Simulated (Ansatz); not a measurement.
Relaxation of the cluster Hf2Si2 with RKS PBE-D4/def2-SVP.

```sh
$ ansatz run in.yaml --threads 4 --pin off --events-out ev --progress --plain --max-ram 3916MiB
```

```yaml
crystal:
  periodic: [false, false, false]
  atoms:
    - {symbol: Hf, position_ang: [-0.418150, -1.109820, 0.987290]}
    - {symbol: Hf, position_ang: [0.418100, 1.109810, -0.987360]}
    - {symbol: Si, position_ang: [-0.823110, 0.958170, 0.728480]}
    - {symbol: Si, position_ang: [0.823160, -0.958150, -0.728410]}
basis:
  gaussian: {orbitals: def2-SVP}
hamiltonian: {xc: pbe, dispersion: d4}
scf: {omitted_lower_state_checks: [starts]}
output: {orbitals: {seedname: orbitals}}
relax: {f_tol: 0.02, max_steps: 100}
```

Hardware: 4 threads of Arm Neoverse V2 on a shared host. Wall time 24 s.

Positions (Å) and forces (eV/Å) at steps 1, 2, 3, 4, 5, 6, 7, 8, 9, 10, 11, 12, 13, 14 of 14:

```xyz
4
step=1 energy=-18346.9452 eV
Hf   -0.418   -1.110    0.987   -2.807   -7.449    6.627
Hf    0.418    1.110   -0.987    2.805    7.448   -6.626
Si   -0.823    0.958    0.728   -5.870    6.834    5.195
Si    0.823   -0.958   -0.728    5.872   -6.833   -5.196
4
step=2 energy=-18350.8992 eV
Hf   -0.467   -1.240    1.103   -0.248   -0.658    0.585
Hf    0.467    1.240   -1.103    0.248    0.658   -0.586
Si   -0.933    1.086    0.826   -1.214    1.413    1.075
Si    0.933   -1.086   -0.826    1.214   -1.414   -1.074
4
step=3 energy=-18351.3718 eV
Hf   -0.445   -1.181    1.051    0.055    0.146   -0.130
Hf    0.445    1.181   -1.051   -0.055   -0.146    0.130
Si   -1.043    1.214    0.923   -0.314    0.366    0.278
Si    1.043   -1.214   -0.923    0.315   -0.366   -0.278
4
step=4 energy=-18351.5630 eV
Hf   -0.397   -1.054    0.938    0.299    0.166   -0.465
Hf    0.397    1.054   -0.938   -0.301   -0.166    0.464
Si   -1.153    1.342    1.020   -0.086    0.318   -0.007
Si    1.153   -1.342   -1.020    0.087   -0.318    0.008
4
step=5 energy=-18351.4543 eV rejected
Hf   -0.334   -0.927    0.803   -0.535   -1.688    1.366
Hf    0.333    0.927   -0.804    0.534    1.688   -1.367
Si   -1.239    1.458    1.092    0.030    0.019   -0.047
Si    1.240   -1.458   -1.091   -0.029   -0.019    0.047
4
step=6 energy=-18351.6642 eV
Hf   -0.362   -0.998    0.868   -0.011   -0.121    0.058
Hf    0.361    0.997   -0.869    0.008    0.120   -0.060
Si   -1.195    1.404    1.053   -0.071    0.114    0.054
Si    1.196   -1.404   -1.053    0.074   -0.114   -0.052
4
step=7 energy=-18351.6654 eV
Hf   -0.364   -1.004    0.865    0.028    0.034   -0.074
Hf    0.356    1.001   -0.872   -0.049   -0.040    0.058
Si   -1.202    1.421    1.065    0.083   -0.062   -0.064
Si    1.211   -1.418   -1.058   -0.063    0.068    0.080
4
step=8 energy=-18351.6718 eV
Hf   -0.385   -1.011    0.849   -0.053   -0.005   -0.070
Hf    0.334    0.996   -0.887   -0.077   -0.033   -0.027
Si   -1.176    1.422    1.077    0.095   -0.012    0.019
Si    1.227   -1.408   -1.038    0.034    0.049    0.078
4
step=9 energy=-18351.8288 eV
Hf   -0.536   -1.060    0.736   -0.149    0.022   -0.069
Hf    0.181    0.957   -1.002   -0.088   -0.091   -0.108
Si   -1.025    1.470    1.190    0.595   -0.570   -0.314
Si    1.380   -1.367   -0.924   -0.358    0.639    0.491
4
step=10 energy=-18352.0413 eV
Hf   -0.662   -1.113    0.689    0.159    0.341   -0.026
Hf    0.093    0.948   -1.115    0.131   -0.258    0.243
Si   -0.843    1.405    1.208    0.173   -0.502   -0.355
Si    1.413   -1.240   -0.781   -0.463    0.418    0.138
4
step=11 energy=-18352.0532 eV
Hf   -0.690   -1.114    0.722    0.088   -0.115   -0.243
Hf    0.117    0.948   -1.152   -0.242    0.070    0.127
Si   -0.784    1.316    1.167   -0.088    0.406    0.130
Si    1.357   -1.150   -0.738    0.242   -0.361   -0.014
4
step=12 energy=-18352.0770 eV
Hf   -0.672   -1.095    0.692   -0.047   -0.222    0.124
Hf    0.100    0.930   -1.120    0.024    0.216   -0.141
Si   -0.812    1.357    1.187   -0.011    0.073    0.011
Si    1.384   -1.192   -0.758    0.033   -0.066    0.006
4
step=13 energy=-18352.0748 eV rejected
Hf   -0.655   -1.110    0.720   -0.031    0.076   -0.142
Hf    0.123    0.956   -1.118   -0.110   -0.117    0.037
Si   -0.834    1.357    1.173    0.073    0.020    0.050
Si    1.366   -1.203   -0.774    0.068    0.021    0.056
4
step=14 energy=-18352.0805 eV
Hf   -0.672   -1.107    0.699    0.012    0.004   -0.003
Hf    0.102    0.942   -1.126    0.001    0.000    0.013
Si   -0.811    1.358    1.184    0.005   -0.010   -0.017
Si    1.381   -1.193   -0.757   -0.018    0.007    0.007
```

In the def2 sets Hf takes a core potential; there is no spin–orbit coupling. The restricted singlet is unstable towards broken spin symmetry at other levels; at PBE-D4/def2-SVP this wasn't settled. Another isomer (singlet) lies 0.77 eV lower at PBE0-D4/def2-TZVP; other spin states weren't run for this one.
